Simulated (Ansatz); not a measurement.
CH4N2Si, SMILES `N[SiH]1C=N1`. Charge 0, multiplicity 1.

Cartesian coordinates in Å:
```
N 0.859 -0.888 0.814
Si -0.017 0.448 0.252
C -0.699 0.579 -1.367
N -1.614 0.302 -0.500
H 0.848 -1.784 0.358
H 1.194 -0.935 1.761
H 0.254 1.599 1.131
H -0.825 0.680 -2.449
```

(1) What are the harmonic wavenumbers in cm⁻¹ at PBE0-D4/def2-TZVP (Ansatz, finite differences of forces, unscaled)? (An estimate is asked.)

(2) Is this a minimum?

(3) Give the ideal-gas thermochemistry at 298.15 K and 1 bar (rigid rotor, harmonic oscillator; point group C1, symmetry number 1).

(4) And at 400, 500, 600, 800 and 1000 K?

(5) Rotational constants (cm⁻¹)?

Results:

(1) Ansatz gave: 176, 264, 281, 323, 617, 687, 739, 796, 848, 903, 979, 1213, 1547, 1574, 2292, 3074, 3623, 3724.

(2) Yes, all 18 modes are real.

(3) Zero-point energy 141.5 kJ/mol; H(298) − E = 158.1 kJ/mol; entropy 299.4 J/(mol·K), of which translation 162.2, rotation 101.6, vibration 35.6; G(298) − E = 68.8 kJ/mol.

(4) 
| T (K) | H − E (kJ/mol) | S (J/mol/K) | G − E (kJ/mol) |
| --- | --- | --- | --- |
| 400 | 167.4 | 326.2 | 36.9 |
| 500 | 177.9 | 349.7 | 3.1 |
| 600 | 189.5 | 370.7 | -32.9 |
| 800 | 215.0 | 407.3 | -110.8 |
| 1000 | 242.9 | 438.4 | -195.5 |

(5) 0.6113, 0.1519, 0.1486.
